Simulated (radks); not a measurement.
Charge is removed step by step from the 2p (averaged over the sub-levels emptied) level of the neon ion Ne+, starting from [He] 2s2 2p5. Method: Dirac Kohn-Sham, PBE, spin-unpolarised, spherical densities, finite nucleus; open shells are shared between the two j in proportion to 2j + 1; Fermi nuclear charge, rms radius 3.0055 fm; computed with a radial shooting solver on a logarithmic mesh with Libxc functionals.

removed (e),E - E(0) (eV),eigenvalue (eV),E minus straight line (eV)
0,0.000,-32.273,0.000
0.25,8.729,-37.593,-2.088
0.5,18.815,-43.129,-2.819
0.75,30.311,-48.873,-2.140
1,43.268,-54.820,0.000

Removing the whole electron costs 43.268 eV by Delta-SCF, against 32.273 eV from minus the eigenvalue at the starting occupation. Slater's transition state (half an electron removed) gives 43.129 eV. Integrating minus the eigenvalue over the occupation (Janak's theorem) gives 43.268 eV. The mean slope of the eigenvalue, de/dn, is 22.5 eV per electron. Ionisation energy of Ne+ in the NIST Atomic Spectra Database: 40.963 eV (measured).

Beside tabulated values, note that spin-unpolarised runs miss the spin-polarisation part of the exchange energy of open shells.
